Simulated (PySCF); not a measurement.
A made-up structure of CH4OSn, closed shell:

```
atom    x (Å)    y (Å)    z (Å)
  C1  -0.5801  -0.3170  -0.4340
  O2  -0.2732  -1.1052   0.5347
 Sn3   0.5487   0.7344   0.0748
  H4  -0.1312  -0.5861  -1.4230
  H5  -1.4900   0.3109  -0.2625
  H6  -0.0557   1.1537   1.6253
  H7   1.9815  -0.1908  -0.1153
```

It is relaxed with PBE-D4/def2-SVP and then PBE0-D4/def2-TZVP (PySCF 2.14 with density fitting (its default auxiliary sets; JK sets also for MP2 and CCSD(T))). Atoms count as bonded within 1.22 times the sum of their covalent radii (H–H: 0.88 Å). The end point is not checked to be a true minimum.

Task: Does its bonding change? (A judgement: the text doesn't fix the answer.)

Result: The calculation gives: No: no bond forms or breaks.

Where it ends: The first stage lowers the energy by 5.96 eV in 17 steps. It ends as CH₄OSn ([CH2]1[O][SnH2]1):
```
7
angstrom
C -0.7540 -0.0283 -0.8487
O -0.6632 -1.0054 0.0052
Sn 0.8249 0.5131 0.6141
H -0.3173 -0.1355 -1.8498
H -1.5885 0.6812 -0.7802
H 0.2509 0.6582 2.2236
H 2.1575 -0.5663 0.6185
```

Labels in which every atom is bracketed show which atoms are joined, not bond orders.

For scale, one of the runs: PBE0-D4/def2-TZVP relaxation, 136 basis functions, launched by `OMP_NUM_THREADS=2 python run.py`. Time: 100 s of wall clock on 2 CPU threads of an Intel Xeon; the host was shared. Peak host memory: 1.4 GiB.
